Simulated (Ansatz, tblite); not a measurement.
Cost and result up the ladder for Ge₁₉AsH₃₀⁻ (50 atoms). Charge -1, multiplicity 1. Geometry: PBE-D4/def2-SVP.

Cartesian coordinates in Å:
```
Ge 0.215 2.946 3.315
Ge -0.784 3.227 -3.468
Ge -2.301 2.866 0.159
As 1.312 1.742 -0.495
Ge -0.012 -2.278 -1.884
Ge -0.253 -0.657 1.769
Ge -1.786 -0.603 -2.116
Ge 3.258 -2.047 0.670
Ge 0.288 -4.557 1.600
Ge 1.412 3.297 -2.395
Ge 2.366 -1.747 -1.593
Ge -0.005 3.289 0.897
Ge 2.182 -0.623 2.353
Ge -0.799 0.755 3.758
Ge -2.523 4.070 -1.965
Ge -1.243 0.882 -4.006
Ge -2.996 0.572 -0.339
Ge -0.807 -4.197 -0.563
Ge -0.544 -2.774 3.071
Ge 2.698 -4.380 1.187
H -0.466 4.198 3.964
H 1.732 3.052 3.665
H -0.757 4.057 -4.796
H -3.329 3.466 1.174
H 2.671 2.233 0.048
H -0.058 -2.812 -3.368
H -2.925 -1.492 -2.739
H 4.818 -1.936 0.534
H -0.039 -6.033 2.023
H 1.807 4.752 -1.990
H 2.479 2.789 -3.417
H 2.702 -0.368 -2.241
H 3.064 -2.814 -2.507
H 0.305 4.766 0.460
H 2.893 0.771 2.247
H 2.666 -1.207 3.729
H -0.347 0.349 5.206
H -2.327 1.093 3.897
H -2.334 5.606 -1.760
H -3.920 3.874 -2.635
H -2.425 0.854 -5.029
H -0.004 0.308 -4.763
H -4.410 0.787 -0.998
H -3.233 -0.293 0.927
H -2.348 -4.017 -0.366
H -0.643 -5.453 -1.484
H -2.040 -3.172 3.333
H 0.174 -2.948 4.456
H 3.129 -5.340 0.028
H 3.489 -4.853 2.451
```

Ansatz on 11 threads of AMD EPYC 7R13 on a shared host and a whole NVIDIA H100 80GB HBM3; xTB runs through tblite on one thread. Times are rough, summed over both states, and most runs start from the orbitals of an earlier one. PBE0-D4/def2-TZVP serves as the yardstick here, not as an exact answer. The other state is a doublet.

The xTB rows come from tblite. Single mean-field runs in def2-TZVP are fitted with def2-universal-jkfit.

Raw xTB energies of ions are shifted by several eV.

```csv
level,functions,wall time,vertical IE (eV),difference from PBE0-D4/def2-TZVP (eV)
GFN1-xTB,240,1.1 s,10.31,6.15
GFN2-xTB,210,1.2 s,8.51,4.35
PBE-D4/def2-TZVP,1140,18 s,4.10,-0.06
r2SCAN-D4/def2-TZVP (with forces),1140,21 s,4.09,-0.07
PBE0-D4/def2-TZVP (with forces),1140,42 s,4.16,0.00
```
